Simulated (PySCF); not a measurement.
[MoF6]-: Mo(V) (d1), charge -1. The structure is a PBE0-D3(BJ)/def2-TZVP geometry optimised for multiplicity 2; coordination octahedral, point group D2h, metal–donor distances 1.87–1.90 Å.

The d shell alone is too small an active space for [MoF6]- (an active orbital has only 0.62 squared overlap with the free ion's shell): its levels, fitted parameters, g values and moments show what this model gives and aren't sound predictions.

Method (PySCF 2.14, density fitting): CASSCF(1,5) with orbitals averaged over all microstates of the shell, strongly contracted NEVPT2 on the averaged canonical orbitals; basis x2c-TZVPall on the metal, x2c-SVPall elsewhere; spin-free X2C; IEF-PCM dichloromethane; spin-orbit coupling by state interaction with the mean-field operator over all roots.

CASSCF energies above the lowest CASSCF root:

| state | CASSCF / cm⁻¹ |
| --- | --- |
| 2B3g (from 2T2g) | 0 |
| 2B2g (from 2T2g) | 693 |
| 2Ag (from 2T2g) | 792 |
| 2Ag (from 2Eg) | 37520 |
| 2B1g (from 2Eg) | 39572 |

How does dynamic correlation (SC-NEVPT2) move these states?


| state | NEVPT2 / cm⁻¹ | shift / cm⁻¹ |
| --- | --- | --- |
| 2B3g (from 2T2g) | 0 | 0 |
| 2B2g (from 2T2g) | 711 | +18 |
| 2Ag (from 2T2g) | 845 | +53 |
| 2Ag (from 2Eg) | 38389 | +869 |
| 2B1g (from 2Eg) | 40414 | +841 |

In the ligand-field fit 10Dq goes from 38051 to 38882 cm⁻¹. The symmetry is lower than cubic, so 10Dq is the difference of the means of the two sets.

No frequencies were computed for the optimised geometry. Charge-transfer states lie outside this active space and may come lower than some of these levels. NEVPT2 on the d shell alone tends to put d–d bands too high for such charged or covalently bound ions.
